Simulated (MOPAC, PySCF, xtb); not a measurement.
Lewis adduct: AlH3 (SMILES [AlH3]) (first 4 atoms) with CH5N (SMILES CN); geometry from B3LYP-D3(BJ)/def2-TZVP.
(charge 0, multiplicity 1):
```xyz
11

Al    -0.3276     0.5959     1.6706
H     -0.7549    -0.8657     1.1855
H      0.9299     1.2723     0.9526
H     -1.4915     1.5632     2.1841
C     -0.3838    -0.5551     4.4281
N      0.5337     0.1141     3.4766
H     -1.2301     0.1031     4.6125
H      0.1073    -0.7941     5.3722
H     -0.7534    -1.4684     3.9667
H      0.9000     0.9699     3.8852
H      1.3385    -0.4780     3.2896
```

Counterpoise-corrected where a basis set is named; no monomer relaxation. Rows marked so take none.

Rows in 6-31G* carry no dispersion term and start afresh at each structure (6-31G* with six Cartesian d functions). The state that PM3, PM7 reach isn't checked; PM7 holds dispersion and hydrogen-bond terms.

Codes used: MOPAC for PM3, PM7 (differences of heats of formation); PySCF for 6-31G* rows; xtb for the GFN methods. Values without a source in brackets are computed.

Problem. One of these levels gives -13.03 kcal/mol for the interaction energy. Name it.
(A) GFN2-xTB
(B) M06-2X/6-31G* (no counterpoise)
(C) PM7
(D) PM3

Solution. C, PM7. The others give -47.14 (PM3), -35.27 (GFN2-xTB), -42.86 (M06-2X/6-31G* (no counterpoise))
